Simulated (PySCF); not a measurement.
# Electron correlation in Cl²⁺ (chlorine, charge +2)

[Ne] 3s2 3p3, high-spin 4S determinant. Calculation: PySCF 2.14, in aug-cc-pVQZ-DK (7s6p4d3f2g, 84 functions); scalar relativity by spin-free X2C-1e. Frozen: [Ne]; 5 electrons correlated.

| level | correlation energy (mhartree) |
| --- | --- |
| CCSD | -121.51 |
| (T) | -3.89 |
| CCSD(T) | -125.40 |

Diagnostics: T1 = 0.0033, D1 = 0.0086, largest double amplitude 0.051.

Task: Is a single reference adequate?

Result: Yes: T1 lies below 0.03 and no double amplitude reaches 0.07.
